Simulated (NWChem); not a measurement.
System: C2HF4, doublet; SMILES FC(F)(F)[CH]F

Output (shortened):

```
             Northwest Computational Chemistry Package (NWChem) 7.3.0
             --------------------------------------------------------

 C1  symmetry detected

                             Geometry "geometry" -> ""
                             -------------------------

 Output coordinates in angstroms (scale by  1.889725989 to convert to a.u.)

  No.       Tag          Charge          X              Y              Z
 ---- ---------------- ---------- -------------- -------------- --------------
    1 F                    9.0000    -0.04092255    -1.98672463     0.00279076
    2 C                    6.0000     0.71317295    -0.91424831    -0.11460428
    3 C                    6.0000     0.00714858     0.39186564    -0.01294916
    4 F                    9.0000    -0.46768120     0.62174496     1.21941339
    5 F                    9.0000    -1.02802075     0.45444169    -0.84774701
    6 F                    9.0000     0.86025726     1.37198097    -0.30735906
    7 H                    1.0000     1.76537599    -1.01869089     0.16143788

 Effective nuclear repulsion energy (a.u.)     261.1623731055

  pbe96 is a nonlocal functional; adding pw91lda local functional.

                                 NWChem DFT Module
                                 -----------------

 Summary of "ao basis" -> "ao basis" (spherical)
 ------------------------------------------------------------------------------
       Tag                 Description            Shells   Functions and Types
 ---------------- ------------------------------  ------  ---------------------
 F                           6-31g*                  6       14   3s2p1d
 C                           6-31g*                  6       14   3s2p1d
 H                           6-31g*                  2        2   2s

            General Information
            -------------------
          SCF calculation type: DFT
          Wavefunction type:  spin polarized.
          No. of atoms     :     7
          No. of electrons :    49
           Alpha electrons :    25
            Beta electrons :    24
          Charge           :     0
          Spin multiplicity:     2
          Use of symmetry is: off; symmetry adaption is: off
          Maximum number of iterations: 200
          AO basis - number of functions:    86
                     number of shells:    38
          Convergence on energy requested:  1.00D-06
          Convergence on density requested:  1.00D-05
          Convergence on gradient requested:  5.00D-04

              XC Information
              --------------
          PerdewBurkeErnzerhof Exchange Functional  1.000
            Perdew 1991 LDA Correlation Functional  1.000 local
           PerdewBurkeErnz. Correlation Functional  1.000 non-local

             Grid Information
             ----------------
          Grid used for XC integration:  medium
          Radial quadrature: Mura-Knowles
          Angular quadrature: Lebedev.
          Tag              B.-S. Rad. Rad. Pts. Rad. Cut. Ang. Pts.
          ---              ---------- --------- --------- ---------
          F                   0.50       49           9.0       434
          C                   0.70       49           7.0       434
          H                   0.35       45           7.0       434
          Grid pruning is: on
          Number of quadrature shells:   339
          Spatial weights used:  Erf1

      Superposition of Atomic Density Guess
      -------------------------------------

 Sum of atomic energies:        -473.30806893

      Non-variational initial energy
      ------------------------------

 Total energy =    -475.088021
 1-e energy   =   -1179.059099
 2-e energy   =     442.808705
 HOMO         =      -0.099144
 LUMO         =       0.201761

 ----------------------------------------------
         Quadratically convergent UKS

 Convergence threshold     :          5.000E-04
 Maximum no. of iterations :          200
 Integral*density screening:          1.000E-08
 ----------------------------------------------

              iter       energy          gnorm     gmax       time
             ----- ------------------- --------- --------- --------
                 1     -475.4062525420  1.45D+00  2.37D-01      1.5
                 2     -475.6109442691  5.44D-01  5.97D-02      5.5
                 3     -475.6318794998  3.03D-02  1.09D-02     10.9
                 4     -475.6320767343  5.96D-03  2.30D-03     17.0
                 5     -475.6320860375  1.35D-03  5.11D-04     25.4
                 6     -475.6320865287  3.13D-04  1.13D-04     32.3

         Total DFT energy =     -475.632086528740
      One electron energy =    -1179.426627969922
           Coulomb energy =      495.276475472026
    Exchange-Corr. energy =      -52.644307136318
 Nuclear repulsion energy =      261.162373105474

 Numeric. integr. density =       48.999997857021

                    DFT Final Alpha Molecular Orbital Analysis
                    ------------------------------------------

 Vector   23  Occ=1.000000D+00  E=-3.347590D-01
              MO Center= -2.7D-01,  7.7D-01,  1.0D-01, r^2= 2.0D+00
   Bfn.  Coefficient  Atom+Function         Bfn.  Coefficient  Atom+Function
  ----- ------------  ---------------      ----- ------------  ---------------
    45      0.382333  4 F  px                75     -0.366606  6 F  pz
    61      0.310800  5 F  pz                49      0.257867  4 F  px
    79     -0.248296  6 F  pz                59     -0.228451  5 F  px
    65      0.210320  5 F  pz                46      0.175200  4 F  py
    63     -0.152829  5 F  px                60     -0.127242  5 F  py

 Vector   24  Occ=1.000000D+00  E=-3.156356D-01
              MO Center=  1.7D-01, -5.3D-01, -2.7D-02, r^2= 2.8D+00
   Bfn.  Coefficient  Atom+Function         Bfn.  Coefficient  Atom+Function
  ----- ------------  ---------------      ----- ------------  ---------------
     3      0.301906  1 F  px                 4     -0.253892  1 F  py
    74      0.220082  6 F  py                 7      0.214053  1 F  px
    17     -0.213552  2 C  px                32     -0.212851  3 C  py
    60      0.210697  5 F  py                18      0.207961  2 C  py
    46      0.199499  4 F  py                86     -0.196168  7 H  s

 Vector   25  Occ=1.000000D+00  E=-1.901702D-01
              MO Center=  5.3D-01, -9.5D-01, -1.5D-01, r^2= 1.5D+00
   Bfn.  Coefficient  Atom+Function         Bfn.  Coefficient  Atom+Function
  ----- ------------  ---------------      ----- ------------  ---------------
    19      0.576802  2 C  pz                23      0.403522  2 C  pz
     5     -0.338129  1 F  pz                 9     -0.276907  1 F  pz
    20     -0.166647  2 C  s                 46      0.128229  4 F  py
    45     -0.105557  4 F  px                50      0.091485  4 F  py
    86      0.085210  7 H  s                 49     -0.082805  4 F  px

 Vector   26  Occ=0.000000D+00  E= 5.675007D-02
              MO Center=  3.7D-01, -5.3D-01, -6.2D-02, r^2= 2.4D+00
   Bfn.  Coefficient  Atom+Function         Bfn.  Coefficient  Atom+Function
  ----- ------------  ---------------      ----- ------------  ---------------
    22      0.630915  2 C  py                 6      0.556434  1 F  s
    86     -0.480117  7 H  s                 21      0.435390  2 C  px
    31      0.340935  3 C  px                34     -0.288704  3 C  s
     8      0.286085  1 F  py                36      0.270353  3 C  py
    35      0.268969  3 C  px                18      0.259418  2 C  py

 Vector   27  Occ=0.000000D+00  E= 8.577733D-02
              MO Center=  1.6D+00, -9.7D-01,  1.4D-01, r^2= 2.2D+00
   Bfn.  Coefficient  Atom+Function         Bfn.  Coefficient  Atom+Function
  ----- ------------  ---------------      ----- ------------  ---------------
    86     -1.745262  7 H  s                 20      1.710721  2 C  s
    21      0.540012  2 C  px                34     -0.362852  3 C  s
     6     -0.280639  1 F  s                 16      0.235659  2 C  s
    23      0.232473  2 C  pz                 7     -0.203755  1 F  px
    17      0.178518  2 C  px                22     -0.169695  2 C  py

 Vector   28  Occ=0.000000D+00  E= 1.599802D-01
              MO Center=  1.3D-01,  2.7D-01,  1.4D-01, r^2= 1.8D+00
   Bfn.  Coefficient  Atom+Function         Bfn.  Coefficient  Atom+Function
  ----- ------------  ---------------      ----- ------------  ---------------
    37      0.923693  3 C  pz                33      0.718661  3 C  pz
    48     -0.617332  4 F  s                 20     -0.467302  2 C  s
    34      0.448587  3 C  s                 23     -0.415600  2 C  pz
    86      0.365165  7 H  s                 51      0.335219  4 F  pz
    62      0.331584  5 F  s                 47      0.257344  4 F  pz

                     DFT Final Beta Molecular Orbital Analysis
                     -----------------------------------------

[...]

                         DFT ENERGY GRADIENTS

    atom               coordinates                        gradient
                 x          y          z           x          y          z
   1 F      -0.077332  -3.754365   0.005274    0.011762   0.018698  -0.001874
   2 C       1.347701  -1.727679  -0.216571   -0.013497  -0.013535   0.002960
   3 C       0.013509   0.740519  -0.024470   -0.009311   0.015678   0.001147
   4 F      -0.883789   1.174928   2.304357    0.009113  -0.003938  -0.023129
   5 F      -1.942678   0.858770  -1.602010    0.019336  -0.000010   0.015527
   6 F       1.625650   2.592668  -0.580824   -0.016738  -0.017419   0.005591
   7 H       3.336077  -1.925047   0.305073   -0.000666   0.000526  -0.000223
```

Level: PBE/6-31G* (spherical d), spin-unrestricted. Geometry: optimised at PBE0/def2-SVP, spin-unrestricted. No stability test was run on the SCF state.

Problem. Reconstruct the input file.

Solution. This is not unique; one that fits is the input that was run:
```
start job
memory heap 200 mb stack 900 mb global 1100 mb
geometry units angstroms noautoz
  F     -0.086213    -1.987527    -0.007235
  C      0.697243    -0.933155    -0.091754
  C      0.017908     0.389256    -0.024889
  F     -0.507448     0.633539     1.183975
  F     -0.976156     0.473471    -0.906435
  F      0.906212     1.348500    -0.281530
  H      1.732964    -1.061188     0.232481
end
basis spherical
  F library 6-31g*
  C library 6-31g*
  H library 6-31g*
end
dft
  odft
  mult 2
  xc xpbe96 cpbe96
  iterations 200
  cgmin
end
task dft gradient
```
